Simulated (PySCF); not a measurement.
# Converging LiBe⁺ in the basis (PBE)

PySCF, UKS reference; singlet, unpaired electrons none; De to Li⁺ + Be without counterpoise correction.

```
      basis     relativity  functions  Re (Å)  ωe (cm⁻¹)  De (eV)  μ (D)
  def2-SVPD  no relativity         24   2.626        319     0.69  -3.15
aug-pcseg-1  no relativity         26   2.601        323     0.68  -3.13
aug-cc-pVDZ  no relativity         46   2.609        321     0.69  -3.23
```

Problem. How does each smaller set differ from the one with most functions, aug-cc-pVDZ?

Solution. def2-SVPD: +1.7 pm, -0.6 % in ωe, +0.00 eV in De; aug-pcseg-1: -0.8 pm, +0.6 % in ωe, -0.01 eV in De. All at PBE; the set with most functions is neither the basis-set limit nor always the best.

A positive dipole points towards Be; it is taken about the centre of mass and depends on that origin. Closed-shell solutions of metal pairs were not tested for spin polarisation, which can lower them a little. For an ion De counts to the pair picked by the measured ionisation energies or electron affinities, which need not be the lowest pair at this level.
